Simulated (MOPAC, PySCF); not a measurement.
C6H16Si, SMILES `CC[Si](C)(C)CC` (C–C–Si–C torsion 63°, C–Si–C–C torsion -57°), neutral singlet in the gas phase. 

Cartesian coordinates (Å):
SMILES: CC[Si](C)(C)CC
```xyz
23

C     -2.2404     1.0621     0.0790
C     -1.4769    -0.0446    -0.6597
Si     0.1372    -0.5911     0.1737
C     -0.2362    -1.3428     1.8662
C      0.9836    -1.8783    -0.9198
C      1.2767     0.9075     0.4062
C      1.6059     1.6722    -0.8823
H     -2.5123     0.7539     1.1020
H     -3.1749     1.3377    -0.4370
H     -1.6354     1.9794     0.1689
H     -2.1178    -0.9377    -0.7759
H     -1.2383     0.2811    -1.6884
H     -0.8985    -2.2197     1.7758
H      0.6898    -1.6724     2.3660
H     -0.7314    -0.6148     2.5293
H      1.2151    -1.4695    -1.9169
H      1.9295    -2.2234    -0.4704
H      0.3391    -2.7613    -1.0633
H      2.2067     0.5547     0.8884
H      0.8050     1.5862     1.1398
H      2.1000     1.0232    -1.6241
H      0.6954     2.0713    -1.3590
H      2.2783     2.5264    -0.6983
```
Charge 0, multiplicity 1.

All levels are single points at this geometry (B3LYP-D3(BJ)/def2-SVP); Pople sets use spherical d functions. Orbital energies aren't observables, and empty levels follow the basis.

M06-2X/6-31G* in PySCF gives gap (eV) = 11.50.

Task: Estimate the gap (eV) from each of these levels: B3LYP-D3(BJ)/def2-TZVP in PySCF; B3LYP/3-21G in PySCF; BP86/6-31G* in PySCF; HF/6-31G* in PySCF; PM7 in MOPAC.

Result: 
```
level                            gap (eV)
-------------------------------  --------
B3LYP-D3(BJ)/def2-TZVP in PySCF      8.01
B3LYP/3-21G in PySCF                 9.71
BP86/6-31G* in PySCF                 7.47
HF/6-31G* in PySCF                  16.09
PM7 in MOPAC                        12.12
```
